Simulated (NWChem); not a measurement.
Species: BSiH$_{5}$O$_{2}$; SMILES [SiH3]B(O)O

```xyz
9

B      0.0099    -0.5693     0.0000
O      0.0008    -1.2094    -1.2018
H     -0.0165    -2.1730    -1.1549
O      0.0008    -1.2094     1.2018
H     -0.0165    -2.1730     1.1549
Si     0.0014     1.4660     0.0000
H      0.6801     2.0196     1.2138
H     -1.4079     1.9788     0.0000
H      0.6801     2.0196    -1.2138
```
Atoms are numbered in this order, from 1.

Computed with NWChem. Pople sets run with spherical d functions. Geometry: optimised at PBE0/def2-SVP. Level PBE/6-31G*: energy and gradient on several grids; changes count from the extra-fine grid, which is no exact limit either.

Which is the coarsest grid (xcoarse; fine; medium; xfine; coarse) from which on the energy stays within 100 μHa and each gradient component within 200 μHa/bohr of xfine?

coarse.
```
grid     size of the energy change (μHa)  largest change of a gradient component (μHa/bohr)  time, medium = 1 (rough)
-------  -------------------------------  -------------------------------------------------  ------------------------
xcoarse                              200                                               5000                   about 1
coarse                                60                                                 60                   about 1
medium                                10                                                 40                   about 1
fine                                < 10                                               < 30                   about 1
xfine                               < 10                                               < 30                         2
```
